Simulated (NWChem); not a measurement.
Species: TiHCl₃; SMILES [Cl][TiH]([Cl])[Cl]

Results from NWChem. Pople sets run with spherical d functions. All runs use the structure optimised with PBE0/def2-SVP.

Problem. Order these by “highest occupied level (eV)”, lowest first: PBE/3-21G; PBE/6-31G*; PBE/STO-3G.

Solution. PBE/3-21G (-8.64), PBE/6-31G* (-8.26), PBE/STO-3G (-6.40)
